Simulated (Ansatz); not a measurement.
Basis sets compared for the cluster Hg4O5. Total charge 0; singlet. Geometry B3LYP-D4/def2-SVP. Ansatz on 4 threads of Arm Neoverse V2 on a shared host; times are rough, and most runs start from earlier orbitals.

| atom | x (Å) | y (Å) | z (Å) |
| --- | --- | --- | --- |
| Hg1 | 0.3269 | 0.4155 | 2.1649 |
| Hg2 | -1.5981 | 2.0224 | 0.4863 |
| Hg3 | -0.7041 | -0.3567 | -1.1499 |
| Hg4 | 1.2265 | -0.9805 | -3.8637 |
| O5 | -0.7708 | 2.1218 | 2.3462 |
| O6 | -1.9464 | 1.2512 | -1.3648 |
| O7 | 1.6066 | -1.2818 | 0.2697 |
| O8 | 0.5953 | -1.8509 | -0.5227 |
| O9 | 1.2641 | -1.3411 | 1.6339 |

In the def2 sets Hg takes a core potential; there is no spin–orbit coupling. The structure holds 2 bonds between oxygen atoms, so isomers without such links may lie far lower. Another isomer (singlet) lies 0.05 eV lower at PBE0-D4/def2-TZVP; other spin states weren't run for this one.

Binding counts from free atoms (Hg singlet, O triplet) in the same basis, without a counterpoise term.

| level | functions | energy (Eh) | HOMO (eV) | LUMO (eV) | binding per atom (eV) | wall time |
| --- | --- | --- | --- | --- | --- | --- |
| PBE-D4/def2-SVP | 198 | -989.3413 | -5.92 | -3.70 | 1.70 | 4.5 s |
| PBE0-D4/def2-SVP | 198 | -989.1033 | -7.02 | -2.91 | 1.32 | 7.5 s |

**Question.** Estimate the rows for PBE-D4/def2-TZVP (with forces), PBE0-D4/def2-TZVP.

**Answer.** 
| level | functions | energy (Eh) | HOMO (eV) | LUMO (eV) | binding per atom (eV) | wall time |
| --- | --- | --- | --- | --- | --- | --- |
| PBE-D4/def2-TZVP (with forces) | 327 | -989.8437 | -6.06 | -3.80 | 1.72 | 11 s |
| PBE0-D4/def2-TZVP | 327 | -989.6077 | -7.12 | -2.96 | 1.38 | 22 s |
